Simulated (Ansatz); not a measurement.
Born–Oppenheimer molecular dynamics of a periodic cell of 24 atoms, SiH4CO2 (contents 3 SiH4 + 3 CO2, density as packed 0.61 g/cm³ with natural masses). It starts from a partly relaxed structure (largest force component 0.18 eV/Å).

These are results of DFT PBE-D3(BJ), scalar-relativistic, plane waves, PAW (Ansatz 0.2.0), not measurements. Settings: cutoff 420 eV, k mesh 1x1x1, fermi-dirac smearing 0.05 eV, no spin polarisation.

```json
{
  "ensemble": "NVT, Langevin thermostat",
  "time step": "0.5 fs",
  "steps asked": "300",
  "set temperature": "1500 K",
  "friction": "0.02 /fs",
  "seed": "682539"
}
```

Frames 1 fs apart, positions in Å.

Velocities at 55.0 fs (Å/ps):

```
Si 0.64 -4.10 12.03
H -14.49 -8.07 -16.87
H -10.32 -15.77 26.38
H 0.40 11.02 32.53
H 14.44 5.10 13.52
Si -1.31 -4.64 0.69
H 17.32 -21.00 -20.97
H -49.94 26.92 -49.67
H 36.04 -3.82 8.93
H -15.01 13.09 41.73
Si -5.82 -5.60 -0.39
H 46.97 -12.85 -27.27
H 18.63 -1.16 -2.54
H -10.83 17.54 -27.56
H -5.22 -11.15 67.75
C -3.02 14.30 11.98
O -6.21 1.49 -0.49
O 7.57 9.98 1.43
C 7.11 11.99 -1.77
O -1.01 10.13 -12.94
O -12.16 0.51 -11.58
C 21.79 -20.20 0.63
O -2.73 -7.68 2.73
O 12.31 18.76 -10.30
```

```xyz
24
Lattice="8.5096 0.0000 0.0000 0.0000 8.5096 0.0000 0.0000 0.0000 8.5096" Properties=species:S:1:pos:R:3 time_fs=55.0 energy_less_start_eV=2.701 T=1177
Si 1.799 6.248 6.008
H 2.468 7.638 6.393
H 0.890 5.470 6.933
H 1.347 6.634 4.630
H 2.800 5.111 5.693
Si 0.122 0.336 0.918
H 0.884 -0.438 -0.375
H 0.834 -0.117 2.305
H -0.080 1.829 0.738
H -1.185 -0.665 0.934
Si 2.680 2.612 3.615
H 3.952 3.215 3.707
H 2.466 2.247 5.090
H 2.101 3.729 2.921
H 2.622 1.282 2.621
C 6.779 3.315 0.507
O 7.193 3.345 1.632
O 6.382 3.288 -0.613
C 4.372 7.403 0.940
O 3.716 8.403 0.645
O 4.653 6.271 1.185
C 6.540 -0.014 3.637
O 7.230 0.482 4.427
O 5.780 -0.337 2.860
24
Lattice="8.5096 0.0000 0.0000 0.0000 8.5096 0.0000 0.0000 0.0000 8.5096" Properties=species:S:1:pos:R:3 time_fs=56.0 energy_less_start_eV=2.448 T=1264
Si 1.801 6.245 6.019
H 2.454 7.620 6.381
H 0.877 5.463 6.960
H 1.340 6.640 4.658
H 2.807 5.118 5.710
Si 0.120 0.331 0.920
H 0.892 -0.442 -0.384
H 0.783 -0.088 2.254
H -0.048 1.811 0.750
H -1.190 -0.647 0.976
Si 2.674 2.606 3.615
H 4.013 3.211 3.680
H 2.490 2.248 5.084
H 2.083 3.752 2.904
H 2.625 1.277 2.703
C 6.777 3.329 0.517
O 7.187 3.344 1.630
O 6.389 3.298 -0.613
C 4.378 7.415 0.937
O 3.715 8.412 0.634
O 4.641 6.271 1.175
C 6.561 -0.035 3.639
O 7.228 0.474 4.431
O 5.793 -0.319 2.849
24
Lattice="8.5096 0.0000 0.0000 0.0000 8.5096 0.0000 0.0000 0.0000 8.5096" Properties=species:S:1:pos:R:3 time_fs=57.0 energy_less_start_eV=2.254 T=1340
Si 1.805 6.244 6.030
H 2.437 7.595 6.379
H 0.862 5.470 6.988
H 1.324 6.644 4.686
H 2.806 5.130 5.733
Si 0.118 0.324 0.923
H 0.888 -0.429 -0.367
H 0.734 -0.057 2.204
H -0.023 1.780 0.766
H -1.182 -0.616 1.017
Si 2.668 2.600 3.615
H 4.093 3.211 3.656
H 2.511 2.249 5.070
H 2.048 3.778 2.902
H 2.635 1.292 2.797
C 6.774 3.346 0.523
O 7.181 3.344 1.626
O 6.393 3.310 -0.614
C 4.381 7.429 0.933
O 3.714 8.418 0.624
O 4.631 6.272 1.162
C 6.581 -0.055 3.640
O 7.228 0.465 4.434
O 5.806 -0.300 2.838
24
Lattice="8.5096 0.0000 0.0000 0.0000 8.5096 0.0000 0.0000 0.0000 8.5096" Properties=species:S:1:pos:R:3 time_fs=58.0 energy_less_start_eV=2.242 T=1311
Si 1.812 6.243 6.040
H 2.412 7.569 6.384
H 0.846 5.486 7.019
H 1.300 6.645 4.710
H 2.802 5.144 5.772
Si 0.116 0.316 0.923
H 0.875 -0.404 -0.330
H 0.686 -0.024 2.173
H -0.005 1.748 0.785
H -1.167 -0.572 1.050
Si 2.662 2.593 3.612
H 4.167 3.201 3.630
H 2.518 2.250 5.061
H 2.014 3.787 2.911
H 2.642 1.312 2.892
C 6.771 3.363 0.527
O 7.174 3.344 1.621
O 6.397 3.320 -0.612
C 4.383 7.443 0.927
O 3.714 8.422 0.614
O 4.620 6.276 1.147
C 6.600 -0.075 3.642
O 7.231 0.458 4.437
O 5.815 -0.284 2.824
24
Lattice="8.5096 0.0000 0.0000 0.0000 8.5096 0.0000 0.0000 0.0000 8.5096" Properties=species:S:1:pos:R:3 time_fs=59.0 energy_less_start_eV=2.391 T=1358
Si 1.818 6.242 6.050
H 2.386 7.541 6.385
H 0.836 5.513 7.041
H 1.276 6.634 4.729
H 2.798 5.153 5.819
Si 0.115 0.308 0.922
H 0.857 -0.367 -0.281
H 0.634 0.002 2.159
H -0.002 1.726 0.803
H -1.141 -0.522 1.077
Si 2.657 2.589 3.608
H 4.226 3.180 3.608
H 2.518 2.260 5.060
H 1.974 3.790 2.926
H 2.651 1.321 2.987
C 6.769 3.384 0.530
O 7.165 3.342 1.616
O 6.401 3.330 -0.610
C 4.383 7.453 0.919
O 3.716 8.426 0.601
O 4.609 6.283 1.131
C 6.620 -0.094 3.644
O 7.234 0.451 4.442
O 5.822 -0.269 2.811
24
Lattice="8.5096 0.0000 0.0000 0.0000 8.5096 0.0000 0.0000 0.0000 8.5096" Properties=species:S:1:pos:R:3 time_fs=60.0 energy_less_start_eV=2.621 T=1332
Si 1.822 6.242 6.061
H 2.362 7.526 6.377
H 0.831 5.549 7.061
H 1.251 6.608 4.744
H 2.796 5.163 5.875
Si 0.113 0.299 0.920
H 0.843 -0.338 -0.224
H 0.597 0.020 2.172
H 0.000 1.705 0.811
H -1.107 -0.470 1.093
Si 2.654 2.586 3.605
H 4.272 3.152 3.587
H 2.518 2.276 5.066
H 1.924 3.785 2.939
H 2.664 1.324 3.073
C 6.766 3.405 0.532
O 7.153 3.338 1.612
O 6.407 3.341 -0.607
C 4.378 7.459 0.911
O 3.719 8.431 0.585
O 4.596 6.293 1.115
C 6.638 -0.110 3.649
O 7.240 0.445 4.450
O 5.830 -0.257 2.798
24
Lattice="8.5096 0.0000 0.0000 0.0000 8.5096 0.0000 0.0000 0.0000 8.5096" Properties=species:S:1:pos:R:3 time_fs=61.0 energy_less_start_eV=2.836 T=1258
Si 1.826 6.243 6.070
H 2.340 7.518 6.366
H 0.834 5.591 7.077
H 1.223 6.574 4.752
H 2.787 5.177 5.933
Si 0.112 0.288 0.916
H 0.825 -0.314 -0.171
H 0.571 0.036 2.205
H -0.007 1.689 0.816
H -1.082 -0.414 1.104
Si 2.653 2.582 3.606
H 4.291 3.124 3.566
H 2.514 2.292 5.060
H 1.876 3.771 2.951
H 2.682 1.308 3.153
C 6.761 3.425 0.531
O 7.145 3.336 1.610
O 6.416 3.353 -0.603
C 4.372 7.462 0.904
O 3.723 8.434 0.569
O 4.582 6.305 1.101
C 6.651 -0.125 3.653
O 7.246 0.438 4.458
O 5.840 -0.246 2.783
24
Lattice="8.5096 0.0000 0.0000 0.0000 8.5096 0.0000 0.0000 0.0000 8.5096" Properties=species:S:1:pos:R:3 time_fs=62.0 energy_less_start_eV=2.931 T=1187
Si 1.829 6.242 6.077
H 2.311 7.520 6.367
H 0.843 5.639 7.087
H 1.198 6.534 4.758
H 2.781 5.193 5.989
Si 0.113 0.277 0.911
H 0.805 -0.289 -0.126
H 0.555 0.054 2.254
H -0.005 1.682 0.822
H -1.079 -0.362 1.115
Si 2.652 2.579 3.608
H 4.297 3.089 3.542
H 2.498 2.319 5.047
H 1.830 3.753 2.976
H 2.699 1.264 3.212
C 6.757 3.447 0.528
O 7.139 3.334 1.612
O 6.425 3.368 -0.595
C 4.364 7.464 0.896
O 3.727 8.437 0.554
O 4.569 6.316 1.089
C 6.659 -0.140 3.655
O 7.252 0.431 4.466
O 5.850 -0.236 2.772
24
Lattice="8.5096 0.0000 0.0000 0.0000 8.5096 0.0000 0.0000 0.0000 8.5096" Properties=species:S:1:pos:R:3 time_fs=63.0 energy_less_start_eV=2.864 T=1278
Si 1.830 6.241 6.083
H 2.294 7.536 6.375
H 0.851 5.693 7.100
H 1.171 6.491 4.767
H 2.779 5.196 6.040
Si 0.113 0.267 0.906
H 0.792 -0.268 -0.099
H 0.547 0.079 2.303
H -0.007 1.692 0.830
H -1.095 -0.320 1.119
Si 2.654 2.578 3.611
H 4.282 3.045 3.518
H 2.471 2.360 5.034
H 1.794 3.729 3.007
H 2.712 1.188 3.244
C 6.754 3.470 0.523
O 7.135 3.333 1.615
O 6.430 3.384 -0.587
C 4.354 7.466 0.890
O 3.730 8.438 0.539
O 4.558 6.329 1.076
C 6.666 -0.153 3.653
O 7.257 0.424 4.476
O 5.862 -0.226 2.762
```

Of the whole run (150 fs, mean temperature of the second half 1517 K): A run of 0.15 ps of so small a system gives no equilibrium averages. Limits of this set-up: coarse k mesh.

Run time: 15 min on 1 thread of Arm Neoverse V1, with other jobs on the host, peak memory 0.52 GiB.
